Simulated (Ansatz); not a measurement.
A series at B: from `C=CB(C=C)C=C`, ligands are replaced one by one, each step taking up H₂ and setting free `C=C`; n counts the steps. Ansatz, PBE0-D4/def2-TZVP geometries. Each molecule was computed in one conformer, which needn't be the lowest.

CBS adds triple-zeta CCSD(T) − MP2 to the MP2 limit, frozen cores; atoms without spin–orbit coupling. 

```
n        molecule  atomization energy, CCSD(T)/CBS (kJ/mol)
0  `C=CB(C=C)C=C`                                    6875.1
1       `C=CBC=C`                                    4985.8
2          `BC=C`                                         ?
3             BH₃                                    1175.4
```

Task: By hand: fit a straight line y = ȳ + b (n − n̄) to the 3 given rows and predict n = 2.

Result: n̄ = 1.333, ȳ = 4345.43; Σ(n − n̄)(y − ȳ) = -8869.73, Σ(n − n̄)² = 4.667, so b = -1900.52 kJ/mol a step. Prediction: 4345.43 + (-1900.52) × (0.667) = 3077.8 kJ/mol.

Task: By hand: compare with the computed value, 3081.6 kJ/mol, and give the steps along the whole series.

Result: The line misses by 3.8 kJ/mol (computed minus predicted). Steps: -1889.3, -1904.2, -1906.2 kJ/mol.

The steps differ by up to 16.9 kJ/mol, small against a whole step but well beyond the method's doubt, so the ligands' effects don't simply add. The miss is 0.1 % of the series' range. The energies themselves are unsure by some kJ/mol a bond, though much of that is common to the series.
